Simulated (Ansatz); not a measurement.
Consider the formal exchange of groups at a C–Cl bond: `FC1=CC1Cl` + GeH₄ → `FC1=C[CH]1[GeH3]` + HCl.

Calculated with Ansatz (gas phase, PBE0-D4/def2-TZVP geometries, no zero-point term in ΔE). CCSD(T)/CBS is the MP2 limit (def2-TZVPP, def2-QZVPP) plus CCSD(T) − MP2 in def2-TZVPP, frozen cores. This one scheme is used for every species. DFT in def2-TZVPP. For Ge outer-core shells are correlated without core-valence functions, which leaves a few kJ/mol of doubt a bond. Scalar relativity is left out up to krypton.

`FC1=CC1Cl`:

Cartesian coordinates in Å:
```
F -1.847 0.007 1.100
C -0.663 -0.069 0.570
C 0.615 -0.097 0.725
C 0.061 -0.118 -0.672
Cl 0.190 1.344 -1.708
H 1.522 -0.076 1.302
H 0.120 -0.991 -1.317
```

GeH₄:

```xyz
5

Ge    0.000    0.000    0.000
H     0.901    0.706   -1.021
H    -1.235    0.866    0.276
H     0.777   -0.214    1.305
H    -0.443   -1.358   -0.561
```

`FC1=C[CH]1[GeH3]`:

Cartesian coordinates in Å:
```
F 2.615 -0.472 0.290
C 1.340 -0.655 0.495
C 0.365 -1.467 0.650
C 0.079 0.068 0.671
Ge -0.856 0.941 -0.816
H -0.097 -2.434 0.713
H -0.116 0.521 1.649
H -0.455 0.238 -2.124
H -0.494 2.435 -0.903
H -2.381 0.826 -0.625
```

HCl:

Cartesian coordinates in Å:
```
Cl 0.018 0.636 -0.062
H -0.018 -0.636 0.062
```

**Question.** Is it downhill or uphill in electronic energy at CCSD(T)/CBS, and by how much? (Estimate.)

**Answer.** The calculation gave: Downhill: ΔE = -23.9 kJ/mol.

**Question.** What do these levels give: LDA (SPW92), revPBE-D4, r2SCANh-D4, B2PLYP, PBE-QIDH, revPBE, CAM-B3LYP, HF/def2-SVP, CCSD(T)/def2-SVP, SCS-MP2/def2-TZVPP, MP2/def2-QZVPP, CCSD/CBS(def2)? (Estimate.)

**Answer.** Ansatz gave: LDA (SPW92) -8.8, revPBE-D4 -10.0, r2SCANh-D4 -11.6, B2PLYP -15.6, PBE-QIDH -18.0, revPBE -8.6, CAM-B3LYP -11.6, HF/def2-SVP -14.3, CCSD(T)/def2-SVP -20.1, SCS-MP2/def2-TZVPP -23.6, MP2/def2-QZVPP -25.2, CCSD/CBS(def2) -24.0 kJ/mol.

Largest T1 diagnostic among the species: 0.012.

Leaving LDA and LC-ωPBE aside and taking each functional with its dispersion term where it has one, the values, not all of them listed here, spread over 10.4 kJ/mol, from PBE-QIDH to B97M-V. From BLYP to BHLYP (50 % exact exchange), in def2-TZVPP and without D4, ΔE moves by −3.6 kJ/mol. At CCSD(T), def2-SVP lies +3.8 kJ/mol from the extrapolated value and def2-TZVPP −1.2 kJ/mol.
